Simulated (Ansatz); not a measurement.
C2H2Si, SMILES `C#C[SiH]` (charge 0, multiplicity 1).

Cartesian coordinates (Å):
```xyz
5

C     -1.2644    -0.3654     0.3814
C     -0.0709    -0.2011     0.2319
Si     1.7365    -0.1892    -0.0769
H     -2.3120    -0.4930     0.5183
H      1.9109     1.2487     0.3897
```
Charge 0, spin multiplicity 1.

Frozen-core energies in 6-31g from Ansatz (a first-principles code) at a geometry from B3LYP-D3(BJ)/def2-TZVP; the HF reference has <S^2> = 0.00 (restricted, and unstable towards unrestricted orbitals) and the T1 diagnostic is 0.015.

```
level  energy (Ha)
-----  -----------
HF      -365.64129
MP2     -365.86064
CCSD    -365.88434
```

**Question.** Estimate the energies of CCSD(T), CCSDT, CCSDT(Q) and CCSDTQ, and give each level's difference from CCSDTQ.

**Answer.** 
```tsv
level	energy (Ha)	difference from CCSDTQ (mHa)
MP2	-365.86064	33.87
CCSD	-365.88434	10.17
CCSD(T)	-365.89304	1.47
CCSDT	-365.89341	1.10
CCSDT(Q)	-365.89459	-0.08
CCSDTQ	-365.89451	0.00
```
